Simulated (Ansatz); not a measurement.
Program: Ansatz. Geometries: PBE0-D4/def2-TZVP. ΔE: electronic, gas phase. CCSD(T)/CBS adds triple-zeta CCSD(T) − MP2 to the extrapolated MP2 energy (def2 sets, frozen cores). This one scheme is used for every species. Functionals use def2-TZVPP. B3LYP here is the variant with VWN-RPA as its local correlation; programs differ in this. Elements past krypton have def2 core potentials. For Br, Sn outer-core shells are correlated without core-valence functions, which leaves a few kJ/mol of doubt a bond. Scalar relativity is left out up to krypton. Each species was taken in one conformer, which may not be the lowest.

Reaction (ligand exchange at the Sn–N bond): `[NH2][Sn][Br]` + H–F → `[F][Sn][Br]` + NH₃

| level | ΔE (kJ/mol) |
| --- | --- |
| LDA (SPW92) | -51.4 |
| PBE-D4 | -61.9 |
| BLYP-D4 | -67.6 |
| B3LYP-D4 | -63.7 |
| BHLYP-D4 | -61.2 |
| r2SCAN0 | -59.1 |
| CCSD(T)/def2-SVP | -57.0 |
| HF/CBS(def2) | -69.9 |

Problem. What does CCSD(T)/CBS give? (Estimate.)

Solution. Computed: -54.2 kJ/mol. The listed levels differ from it by 2.8, -7.7, -13.4, -9.5, -7.0, -4.9, -2.8, -15.7 kJ/mol.

Largest T1 diagnostic among the species: 0.014.

In def2-TZVPP, CCSD(T) changes the Hartree–Fock value by +16.4 kJ/mol (the triples alone add +1.9 kJ/mol) and MP2 by +20.2 kJ/mol. From r2SCAN to r2SCAN0 (25 % exact exchange), in def2-TZVPP and without D4, ΔE moves by +5.2 kJ/mol. The D4 term adds +6.0 kJ/mol with B3LYP and +3.1 kJ/mol with PBE0; it sums over pairs of atoms, weighted by their polarisabilities, and B3LYP, whose exchange is more repulsive, gets the larger term.
